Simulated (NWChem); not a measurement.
System: chlorotrifluoromethane (CClF3); SMILES ClC(F)(F)F

```xyz
5

F     -0.9873    -0.7468     0.8099
C      0.0000     0.0000     0.3562
F     -0.1531     1.2285     0.8099
F      1.1405    -0.4816     0.8099
Cl     0.0000     0.0000    -1.4034
```
Atoms are numbered in this order, from 1.

Level: PBE0/def2-SVP (NWChem), optimised geometry, unscaled harmonic frequencies. 

List the harmonic frequencies with IR intensities, and the thermochemistry.


| frequency (cm⁻¹) | IR intensity (km/mol) |
|---|---|
| 354 | 0.1 |
| 354 | 0.1 |
| 482 | 0.2 |
| 575 | 3.1 |
| 575 | 3.1 |
| 807 | 43.3 |
| 1145 | 502.9 |
| 1295 | 341.3 |
| 1295 | 341.3 |

* **zero-point energy**: 9.8 kcal/mol
* **thermal correction to the enthalpy at 298.15 K (with zero-point energy)**: 13.1 kcal/mol
* **heat capacity Cv**: 13.7 cal/(mol K)
* **entropy at 298.15 K and 1 atm (symmetry number 3)**: 67.9 cal/(mol K)
* **dipole moment**: 0.24 D

Rigid rotor and harmonic oscillator.
